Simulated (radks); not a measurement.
The numbers below are computed, except where a source is named.
Ionisation of neutral antimony, [Kr] 4d10 5s2 5p3, to [Kr] 4d10 5s2 5p2 as the strength of local exchange is varied. Level of theory: scalar-relativistic Kohn-Sham, Slater X-alpha exchange (alpha = 2/3 is LDA exchange), no correlation, spin-unpolarised, spherical densities, point nucleus (a radial shooting solver on a logarithmic mesh with Libxc functionals).

| alpha | E(Sb) (hartree) | exchange (hartree) | IE (eV) | -e of the level emptied (eV) | <r> of it (bohr) |
|---|---|---|---|---|---|
| 0.657 | -6468.77441 | -157.26055 | 7.354 | 3.916 (5p) | 2.978 |
| 0.667 | -6471.17412 | -159.71177 | 7.434 | 3.985 (5p) | 2.968 |
| 0.718 | -6483.42611 | -172.23976 | 7.847 | 4.342 (5p) | 2.919 |
| 0.802 | -6503.65495 | -192.97147 | 8.550 | 4.959 (5p) | 2.843 |
| 0.946 | -6538.47494 | -228.79304 | 9.817 | 6.089 (5p) | 2.726 |
| 0.951 | -6539.68718 | -230.04322 | 9.863 | 6.130 (5p) | 2.722 |
| 0.973 | -6545.02363 | -235.54912 | 10.064 | 6.312 (5p) | 2.705 |

NIST Atomic Spectra Database: 8.608 eV (measured). The Delta-SCF value meets it near alpha = 0.81. Spin polarisation and multiplet splitting are left out, so open shells lie too high by an amount that depends on their filling. Spin-orbit splitting is averaged out at the scalar-relativistic level.

Beside tabulated values, note that spin-unpolarised runs miss the spin-polarisation part of the exchange energy of open shells.
